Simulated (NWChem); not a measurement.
The numbers come from NWChem runs, not from measurements. System: isotetrasilane (H₁₀Si₄), charge 0, spin multiplicity 1, at a geometry optimised with B3LYP/def2-SVP. Level: MP2/def2-SVP, 20 core orbitals frozen.

Input file:

```
start mol
memory heap 200 mb stack 900 mb global 1100 mb
geometry units angstroms nocenter noautoz
  Si    -1.103250     0.257527     1.940379
  Si    -0.045858    -0.573950     0.000000
  Si     2.246844    -0.009928     0.000000
  Si    -1.103250     0.257527    -1.940379
  H     -0.449252    -0.285467     3.167978
  H     -1.006307     1.747322     1.969169
  H     -2.546323    -0.125614     1.956813
  H     -0.164984    -2.067218     0.000000
  H      2.922133    -0.558486     1.213511
  H      2.401664     1.475253     0.000000
  H      2.922133    -0.558486    -1.213511
  H     -0.449252    -0.285467    -3.167978
  H     -2.546323    -0.125614    -1.956813
  H     -1.006307     1.747322    -1.969169
  symmetry group Cs
end
basis spherical
  * library def2-svp
end
scf
  rhf
  nopen 0
  maxiter 100
  thresh 1e-7
  semidirect memsize 60000000 filesize 0
end
mp2
  freeze core 20
end
task mp2 energy
```

Output (cleaned and shortened):

```
             Northwest Computational Chemistry Package (NWChem) 7.3.0
             --------------------------------------------------------

                                NWChem Input Module
                                -------------------

 Scaling coordinates for geometry "geometry" by  1.889725989
 (inverse scale =  0.529177249)

 Turning off AUTOSYM since
 SYMMETRY directive was detected!

                             Geometry "geometry" -> ""
                             -------------------------

 Output coordinates in angstroms (scale by  1.889725989 to convert to a.u.)

  No.       Tag          Charge          X              Y              Z
 ---- ---------------- ---------- -------------- -------------- --------------
    1 Si                  14.0000    -1.10325000     0.25752700     1.94037900
    2 Si                  14.0000    -0.04585800    -0.57395000     0.00000000
    3 Si                  14.0000     2.24684400    -0.00992800     0.00000000
    4 Si                  14.0000    -1.10325000     0.25752700    -1.94037900
    5 H                    1.0000    -0.44925200    -0.28546700     3.16797800
    6 H                    1.0000    -1.00630700     1.74732200     1.96916900
    7 H                    1.0000    -2.54632300    -0.12561400     1.95681300
    8 H                    1.0000    -0.16498400    -2.06721800     0.00000000
    9 H                    1.0000     2.92213300    -0.55848600     1.21351100
   10 H                    1.0000     2.40166400     1.47525300     0.00000000
   11 H                    1.0000     2.92213300    -0.55848600    -1.21351100
   12 H                    1.0000    -0.44925200    -0.28546700    -3.16797800
   13 H                    1.0000    -2.54632300    -0.12561400    -1.95681300
   14 H                    1.0000    -1.00630700     1.74732200    -1.96916900

 Effective nuclear repulsion energy (a.u.)     325.3499305538

            Nuclear Dipole moment (a.u.)
            ----------------------------
        X                 Y               Z
 ---------------- ---------------- ----------------
    -0.0000264562     0.0000170075     0.0000000000
[...]
     1   1 0 0     -0.003356      0.000000     -0.000026
     1   0 1 0     -0.042213      0.000000      0.000017
     1   0 0 1      0.000000      0.000000      0.000000

     2   2 0 0    -47.866629      0.000000    510.860979
     2   1 1 0      0.051712      0.000000    -35.351329
     2   1 0 1      0.000000      0.000000     -0.000000
     2   0 2 0    -47.223216      0.000000     70.866302
     2   0 1 1     -0.000000      0.000000      0.000000
     2   0 0 2    -47.870868      0.000000    513.707790

                   NWChem MP2 Semi-direct Energy/Gradient Module
                   ---------------------------------------------

  Basis functions       =    122
  Molecular orbitals    =    122
  Frozen core           =     20
  Frozen virtuals       =      0
  Active alpha occupied =     13
  Active beta occupied  =     13
  Active alpha virtual  =     89
  Active beta virtual   =     89
  Use MO symmetry       = T
  Use skeleton AO sym   = T

  AO/Fock/Back tols     =   1.0D-09  1.0D-09  1.0D-09

 GA uses MA = F    GA memory limited = T

 Available:
  local mem=  1.26D+08
 global mem=  1.44D+08
 local disk=  0.00D+00
  mp2_memr nvloc                    89
  nvloc new                    89
   1 passes of  13:        3145728                      59866                  26460653.
   1 passes of  13: M    126148823           G      144149432           F     123003095.

 Semi-direct pass number   1 of   1  for RHF alpha+beta  at        2.9s
  vrange nnbf                  6720
  mp2_eaftype                   100  avail_ma_in_mb                  1099
 EAF : mp2_eaftype filesize         100   13230326.
  mp2_eaf for mointskh                    100
Node 0 wrote     62.2 Mb in      0.0 s     Agg I/O rate:  2890.1 Mb/s
 Done moints_semi at        6.6s
  mp2_eaftype                   100  avail_ma_in_mb                   999
 EAF : mp2_eaftype filesize         100   13230326.
  mp2_eaf for kh                   100
 Done maket at        6.8s
 Done multipass loop at        6.8s

          -------------------------------------------
          SCF energy               -1161.173523770067
          Correlation energy          -0.411882748543
          Singlet pairs               -0.317449435432
          Triplet pairs               -0.094433313110
          Total MP2 energy         -1161.585406518609
          -------------------------------------------

          ---------------------------------------------------
                    Spin Component Scaled (SCS) MP2
          Same spin pairs                     -0.062955542074
          Same spin scaling factor             0.333333333333
          Opposite spin pairs                 -0.348927206469
          Opposite spin scaling fact.          1.200000000000
          SCS-MP2 correlation energy          -0.439697828454
          Total SCS-MP2 energy             -1161.613221598521
          ---------------------------------------------------

 -----------------------
 Performance information
 -----------------------

 Timer overhead =  1.88D-07 seconds/call

               Nr. of calls         CPU time (s)                 Wall time (s)                GFlops
             ---------------    -------------------     ------------------------------   -------------------
Name         Min   Avg   Max    Min     Avg     Max     Min     Avg     Max   Mx/calls   Min     Max     Sum
mp2: moin     1     1     1    3.7     3.7     3.7      3.7     3.7     3.7     3.7      0.0     0.0     0.0
mp2: make     1     1     1   0.22    0.22    0.22     0.22    0.22    0.22    0.22      0.0     0.0     0.0
mp2: tota     1     1     1    4.0     4.0     4.0      4.0     4.0     4.0     4.0      0.0     0.0     0.0

 The average no. of pstat calls per process was 3.00D+00
 with a timing overhead of 5.64D-07s

 Task  times  cpu:        6.8s     wall:        6.8s

 Total times  cpu:        6.9s     wall:        6.9s
```
